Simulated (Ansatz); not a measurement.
BH8NSi2, SMILES `NB[SiH2][SiH3]`, relaxed with RKS PBE-D4/def2-SVP in Ansatz 0.2.0 from a rough embedded geometry. The force threshold is 0.03 eV/Å; the program also tests the step.

Total charge 0; spin multiplicity 1.

Start:

```xyz
12

N     1.673    1.408    1.019
B     0.970    0.872   -0.142
Si    0.316   -0.940   -0.050
Si   -1.953   -0.938   -0.427
H     1.142    2.310    1.349
H     2.622    1.792    0.727
H     0.788    1.524   -1.140
H     0.601   -1.535    1.192
H     0.966   -1.716   -1.186
H    -2.207   -0.329   -1.688
H    -2.391   -2.309   -0.329
H    -2.527   -0.138    0.676
```

**Question.** By how much does the energy fall, and how many steps does the optimiser take? (Best estimate.)

**Answer.** Ansatz gave: 1.96 eV, in 17 steps, 1 of them rejected.

**Question.** Which bonds change most? (Best estimate.)

**Answer.** Computed: Si3–H8 from 1.406 to 1.514 Å; B2–Si3 from 1.928 to 2.021 Å; Si4–H10 from 1.423 to 1.508 Å; N1–H5 from 1.097 to 1.022 Å.

**Question.** Give the relaxed structure. (Estimate.)

**Answer.** The calculation gave: 
```xyz
12

N     1.603    1.639    0.813
B     1.142    0.903   -0.280
Si    0.373   -0.952   -0.055
Si   -1.957   -0.882   -0.410
H     1.614    1.290    1.774
H     1.968    2.591    0.729
H     1.181    1.430   -1.380
H     0.600   -1.526    1.328
H     0.941   -1.936   -1.049
H    -2.264   -0.329   -1.778
H    -2.589   -2.246   -0.301
H    -2.613    0.017    0.608
```
